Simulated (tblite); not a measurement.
**Question.** Give a GFN2-xTB geometry of `C#C[Si](O)CC` [radical]. (Doublet state.)

**Answer.** 
```
atom  x, y, z in Å
C1     1.910   -1.904   -1.357
C2     1.511   -0.862   -0.896
Si3    1.008    0.635    0.051
O4     1.726    1.989   -0.509
C5    -0.890    0.796    0.118
C6    -1.566   -0.449    0.676
H7     2.238   -2.798   -1.804
H8     1.703    2.243   -1.432
H9    -1.263    0.980   -0.895
H10   -1.175    1.663    0.716
H11   -1.297   -1.325    0.091
H12   -1.259   -0.624    1.705
H13   -2.650   -0.343    0.657
```

Orientation and origin are arbitrary. Atoms count from 1 in this order. The 2 C–Si bonds span 1.842 Å (C2–Si3, drawn single) to 1.905 Å (Si3–C5, drawn single), a spread of 0.063 Å. Of the pairs four or more bonds apart, C2···H11 is among the closest relative to their van der Waals radii: 3.01 Å, 104 % of the sum of Bondi's values. The 2 C–C bonds span 1.207 Å (C1≡C2, drawn triple) to 1.522 Å (C5–C6, drawn single), a spread of 0.315 Å. Si3 (silicon bonded to 2 C and O) is pyramidal (angles 112.3°, 112.2° and 111.0°, sum 335.5°, 0.52 Å off the plane of its three neighbours).

Bonds between heavy atoms (Å): C1≡C2 1.207, C2–Si3 1.842, Si3–O4 1.632, Si3–C5 1.905, C5–C6 1.522.

Computed geometry: GFN2-xTB, gas phase. This method treats the open shell by occupation alone, without spin polarisation.

Point group: C1 (no symmetry element, even within 0.4 Å). Its GFN2-xTB frequencies are all real (lowest 51 cm⁻¹). Torsions: C2–Si3–O4–H 52°, C2–Si3–C5–C6 55°. 3 starts were optimised and ended at 0.00, 0.26 and 0.80 kcal/mol (GFN2-xTB); the lowest of these is shown.

Time: 0.38 s of wall time. Hardware: Arm Neoverse V2, one thread, shared host with 96 logical CPUs at a one-minute load of 47. These figures are those of the optimisation.

One conformer stands for the species.
